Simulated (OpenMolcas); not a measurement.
5d2 along the 70-electron sequence

```
Program             : OpenMolcas
Method              : SS-CASPT2, IPEA 0.25 Eh, imaginary shift 0.1 Eh
Basis               : ANO-RCC-VTZP
Scalar Hamiltonian  : DKH2, point nucleus
Spin-orbit coupling : state interaction with AMFI integrals over the reference wave functions, term energies averaged over their components
```

Active space for each ion: 2 electrons in 5 orbitals (5d); closed shells correlated by CASPT2: 5s 5p.

Computed levels in cm-1 above 3F2:

```
                               Level   Hf2+   Ta3+    W4+   Re5+   Os6+   Ir7+
                                 3F3   3250   4800   6460   8310  10630  13120
                                 3F4   6240   8990  11870  14940  18540  22350
                                 3P0   9740  11970  13580  15000  16380  17840
                                 3P1  11530  14600  17270  19950  23000  26280
                                 3P2  14350  18790  23540  28380  33980  40080
                                 1G4  15250  19620  23440  27570  32200  37600
                                 1S0  27570  36840  44580  51620  58680  66600
weight of 3F in the lowest level (%)     91     89     89     88     87     86
```

Mixed levels, with the weight of the term that names them: W4+ 3P2 (68 %), Re5+ 3P2 (63 %), Os6+ 3P2 (60 %), Ir7+ 3P2 (57 %).

Measured, with the error of the calculation in %. Measured levels: W4+ from the list in J. Phys. B 45, 065001 (2012); Os6+, Ir7+ from van het Hof, Joshi, Wyart and Sugar, J. Res. Natl. Inst. Stand. Technol. 100, 687 (1995).

```
Level           W4+          Os6+          Ir7+
  3F3                10308 (+3.2)  12672 (+3.6)
  3F4  11519 (+3.0)                21615 (+3.4)
  3P0  12839 (+5.8)  15837 (+3.4)  17254 (+3.4)
  3P1  16331 (+5.8)  22098 (+4.1)  25221 (+4.2)
  3P2  22615 (+4.1)  33127 (+2.6)  38878 (+3.1)
  1G4  22346 (+4.9)  31274 (+3.0)  36253 (+3.7)
  1S0  43110 (+3.4)  57710 (+1.7)  65022 (+2.4)
```

The fine-structure level 3F4 changes by a factor of 3.58 from Hf2+ to Ir7+. Its fourth root runs 8.89, 9.74, 10.44, 11.06, 11.67, 12.23, with steps per unit of Z of 0.85, 0.70, 0.62, 0.61, 0.56; equal steps would mean a (Z - σ)^4 law with constant σ.

3P0 changes by a factor of 1.83 over the same range, with steps per unit of Z of +2230, +1610, +1420, +1380, +1460 cm-1.

CASPT2 does not keep the components of a term degenerate, so their means are used; among the terms shown or strongly mixed into the levels shown the widest spread is 550 cm-1 (5d2 1G, Os6+). Terms from blocks run as CI alone lack orbitals of their own. Configurations with an s electron lie low in 5d ions of this charge, fall among these levels and mix in, so low-spin terms can stand far too high, up to twice their true height, and weights are not those of the real levels (holds for Hf2+). Computed and measured levels are paired by configuration, term and J; levels that our copy of the source lacks, or whose pairing is in doubt (as where it misses far off the trend of its configuration), stay unpaired and out of the deviations. Only configurations of the active space appear.
